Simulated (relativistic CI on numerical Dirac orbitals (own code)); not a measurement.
# Dy²⁺: 4f valence photoemission

Computed with this model: Dirac-Coulomb-Breit CI, KLI orbitals optimised for each configuration, model QED, multiplet model of photoemission in the sudden approximation, unscaled Slater integrals; configurations [Xe] 4f10 → [Xe] 4f9; 80 K; Lorentzian 0.15 eV and Gaussian 0.3 eV FWHM. Energies are those of the free ion, without screening or charge transfer. The energies are binding energies and can lie tens of eV above those of solids. S is read from ⟨S²⟩ = S(S + 1).

free ion: ground-state S = 1.96, centroid 21.41 eV. Peaks (eV, height): 18.9 (74), 20.1 (33), 22.2 (100), 22.9 (29).

Strongest unbroadened transitions for free ion:

```tsv
Energy (eV)	Relative strength
18.85	100.0
19.27	29.9
19.58	10.1
20.05	36.0
20.22	9.3
21.78	15.0
21.83	30.8
22.09	63.5
22.10	22.4
22.28	4.6
22.29	65.0
22.75	13.6
22.97	25.1
23.46	7.4
23.83	3.4
24.68	6.3
26.95	5.6
30.12	5.7
```
